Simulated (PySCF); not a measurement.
AlH2O2, SMILES [OH][Al+][OH], charge +1.

The structure is a stationary point at B3LYP-D3(BJ)/def2-TZVP. The spin state was assumed, not searched. The isomer is the one that the SMILES or the coordinates give; other isomers of the formula were not compared. The values are those of a single conformer.

Level of theory: TDDFT-B3LYP/def2-SVPD run with PySCF.

Vertical excitations.  State labels are in the subgroup C2.

Computed lowest excited states:
```tsv
state	symmetry	energy (eV)	λ (nm)	f	main pairs
S1	B	5.70	217	0.001	HOMO→LUMO 100 %
S2	A	5.91	210	0.001	HOMO−1→LUMO 99 %
S3	A	6.25	198	0.063	HOMO−2→LUMO 99 %
S4	B	6.33	196	0.069	HOMO−3→LUMO 99 %
S5	A	8.35	149	0.000	HOMO→LUMO+1 99 %
S6	B	8.57	145	0.004	HOMO−1→LUMO+1 52 %, HOMO→LUMO+2 46 %
S7	B	8.71	142	0.002	HOMO−2→LUMO+1 95 %
S8	A	8.74	142	0.007	HOMO−1→LUMO+2 96 %
S9	A	8.86	140	0.001	HOMO−3→LUMO+1 54 %, HOMO−2→LUMO+2 44 %
S10	B	8.94	139	0.000	HOMO−3→LUMO+2 98 %
T1	B	5.36	231	0	HOMO→LUMO 99 %
T2	A	5.52	224	0	HOMO−1→LUMO 99 %
T3	A	5.68	218	0	HOMO−2→LUMO 99 %
T4	B	5.70	217	0	HOMO−3→LUMO 99 %
```
Triplets are in the Tamm–Dancoff approximation, which puts them higher than full response would, so one can lie above its singlet here.
